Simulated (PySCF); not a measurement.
**Ionisation energy of Cl²⁺ by level of theory**

Cl²⁺ [Ne] 3s2 3p3 (4S) → Cl³⁺ [Ne] 3s2 3p2 (3P), as a difference of total energies. All numbers are calculated (PySCF 2.14, the non-relativistic Hamiltonian (point nucleus), in aug-cc-pwCVDZ (6s5p3d, 36 functions)). Correlated levels: nothing frozen. The calculations carry no spin-orbit coupling.

```json
{"method": "UHF", "ionisation energy (eV)": "38.959"}
{"method": "MP2 (all electrons)", "ionisation energy (eV)": "39.448"}
{"method": "SCS-MP2 (all electrons)", "ionisation energy (eV)": "39.276"}
{"method": "CCSD (all electrons)", "ionisation energy (eV)": "39.350"}
{"method": "CCSD(T) (all electrons)", "ionisation energy (eV)": "39.354"}
```

A first-order spin-orbit estimate (lowest level to lowest level, LS coupling) adds -0.098 eV.

Errors of the correlated levels include the incompleteness of this basis.

Q: Which method comes closest to the reference value, and which is furthest?

A: The reference is 39.8 ± 0.11 eV (semi-empirical (NIST evaluation); NIST Atomic Spectra Database, ionization energies). Closest: MP2 (all electrons) (error -0.450 eV); furthest: UHF (error -0.938 eV), both after the spin-orbit estimate.
